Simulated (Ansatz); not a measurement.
Ansatz (a quantum-chemistry and plane-wave program) input (CCSD(T)/cc-pV(D+d)Z): A basis named .json is the Basis Set Exchange file of that set (core-valence sets with the plain set on hydrogen).

Ansatz 0.2 input:
```yaml
crystal:
  periodic: [false, false, false]
  atoms:
    - {symbol: N, position_ang: [-0.00000000, -0.00000000, -1.01096879]}
    - {symbol: P, position_ang: [0.00000000, 0.00000000, 0.47178544]}
basis:
  gaussian:
    orbitals: cc-pV_D+d_Z.json
magnetization: {spin_polarized: false}
correlation: {method: ccsd_t, electrons: outside_noble_gas}
```

Output:

```
Functional definition: HF
integrals: 0.01 GiB planned
366 factors; integrals over basis functions are off by at most 8.8e-4 eV
mean field: 0.06 GiB planned
mean field evaluation 1: about -10749.4979 eV, gradient 3.5e1 eV
mean field evaluation 2: about -10749.5065 eV, gradient 3.5e1 eV
mean field evaluation 4: about -10752.5979 eV, gradient 2.2e0 eV
mean field evaluation 8: about -10752.6300 eV, gradient 8.8e-2 eV
mean field evaluation 16: about -10752.6125 eV, gradient 8.4e-1 eV
mean field -10752.63007712 eV, -395.1518669397 hartree, gradient 2.3e-6 eV, S^2 0.000000; 0 other end points of the search recorded, 0 dependent functions left out; unrestricted orbitals would lower it
6 core orbitals not correlated
reference -10752.63007712 eV, -395.1518669397 hartree; 5, 5 occupied and 26, 26 virtual orbitals, 366 factors
second order -7.84612062 eV of doubles, -0.00000000 eV of singles
coupled cluster: 0.05 GiB planned
cycle   1  -7.43743415 eV  change    4.1e-1 eV  update   1.1e-1
cycle   2  -7.84246267 eV  change   -4.1e-1 eV  update   3.9e-2
cycle   3  -7.93804793 eV  change   -9.6e-2 eV  update   1.6e-2
cycle   4  -7.94305255 eV  change   -5.0e-3 eV  update   5.2e-3
cycle   5  -7.95127289 eV  change   -8.2e-3 eV  update   2.4e-3
cycle   6  -7.95116926 eV  change    1.0e-4 eV  update   4.8e-4
cycle   7  -7.95135842 eV  change   -1.9e-4 eV  update   1.3e-4
cycle   8  -7.95151382 eV  change   -1.6e-4 eV  update   3.8e-5
cycle   9  -7.95148815 eV  change    2.6e-5 eV  update   1.1e-5
cycle  10  -7.95148567 eV  change    2.5e-6 eV  update   3.3e-6
coupled cluster: 0.05 GiB planned
perturbative correction -0.43099111 eV, -0.0158386313 hartree
Total energy: -10761.01255391 eV, -395.4599172797 hartree
```
